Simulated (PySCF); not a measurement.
# Substituent effects on chemical shifts

Parent skeleton `[CH2:1]1[CH2:2][SiH2:3][CH2:4]1`; one hydrogen on atom 1 is replaced by X. Hydrogens on one atom are averaged.

Theoretical values (PySCF 2.14): σ from GIAO-PBE0/pcSseg-1, geometry: PBE0-D3(BJ)/def2-SVP. Single conformer, fast rotation and ring inversion assumed for equivalent nuclei, gas phase, non-relativistic.

Scale: 13C, 29Si, 1H against TMS (reference shieldings calculated alike).

Parent (X = H): C1 25.2, C2/C4 11.5, Si3 -23.9, H(C1) 2.30, H(C2)/H(C4) 1.17, H(Si3) 4.87 ppm. Effects are Δδ = δ(X) − δ(H), positive for deshielding.

Q: Order these by the shift of H(C2)/H(C4), most shielded first.
A. X = SO3H
B. X = OSiH3
C. X = SCH3

A: C (+0.14 ppm), B (+0.38 ppm), A (+0.53 ppm).

Q: Order these by the shift of H(Si3), most shielded first.
A. X = OSiH3
B. X = SO3H
C. X = C2F5

A: A (-0.57 ppm), C (-0.14 ppm), B (+0.12 ppm).

Q: Order these by the shift of C2/C4, most shielded first.
A. X = NHCOCH3
B. X = SO3H
C. X = SCH3
D. X = C2F5
E. X = B(OMe)2

A: E (-4.1 ppm), D (-1.5 ppm), B (+0.9 ppm), C (+7.4 ppm), A (+11.2 ppm).
